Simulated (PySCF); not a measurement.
Si(H)3(NHiPr) (C3H11NSi), SMILES N(C(C)C)[SiH3].

Coordinates come from a PBE0-D3(BJ)/def2-SVP optimisation. One conformer was computed; it need not be the lowest.

Two levels are set side by side: TDDFT-PBE/def2-SVPD (PySCF) and TDDFT-CAM-B3LYP/def2-SVPD (PySCF). Vertical, same geometry. The lowest singlet is HOMO→LUMO 99 % with PBE and HOMO→LUMO 82 % with the other functional; states are paired by order. Differences are taken from unrounded values.

| quantity | TDDFT-CAM-B3LYP |
|---|---|
| lowest singlet excitation (eV) | 6.03 |
| lowest triplet excitation (TDA) (eV) | 5.76 |
| first bright state (f over 0.05) (eV) | 7.48 |
| its oscillator strength | 0.06 |

**Question.** What does TDDFT-PBE give, and how far is it from TDDFT-CAM-B3LYP? (An estimate is asked for; the answer gives what the named calculation found.)

**Answer.** 
```csv
quantity,TDDFT-PBE,TDDFT-PBE minus TDDFT-CAM-B3LYP
lowest singlet excitation (eV),5.10,-0.93
lowest triplet excitation (TDA) (eV),4.92,-0.85
first bright state (f over 0.05) (eV),6.54,-0.94
its oscillator strength,0.05,-0.01
```

Functionals without exact exchange tend to place singlet excitations lower, as here. Differences between two approximate levels are no errors against the true value.

Rough cost on one machine, each run with all the roots and properties that it gave: TDDFT-CAM-B3LYP against TDDFT-PBE about 9 times.
